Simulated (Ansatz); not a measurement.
```xyz
11

O     0.162    0.898   -1.789
Si   -0.313    0.914   -0.210
O    -1.939    1.042   -0.007
Si    0.278   -1.134    0.788
O     1.861   -1.193    1.203
F    -0.030   -2.232   -0.349
H    -0.089    0.130   -2.307
H     0.386    2.105    0.343
H    -2.369    1.859   -0.267
H    -0.457   -1.542    2.006
H     2.511   -0.847    0.589
```

Total charge 0; spin multiplicity 1.

Problem. List the ωB97M-V/def2-TZVPP orbital energies in eV (the Gaussian-basis code of Ansatz). (An estimate is asked.)

Solution. The calculation gave: Occupied: -1808.04, -1807.78, -677.32, -526.47, -526.39, -526.38, -148.96, -148.71, -103.12, -103.08, -103.04, -102.85, -102.83, -102.81, -35.85, -31.37, -31.21, -30.86, -19.30, -18.62, -17.52, -16.83, -15.40, -15.28, -14.62, -14.15, -13.91, -13.32, -13.03, -12.50, -12.07, -11.96, -9.89. Lowest empty: 1.28, 1.35, 2.54, 3.23, 3.40, 3.61, 4.40, 4.81.
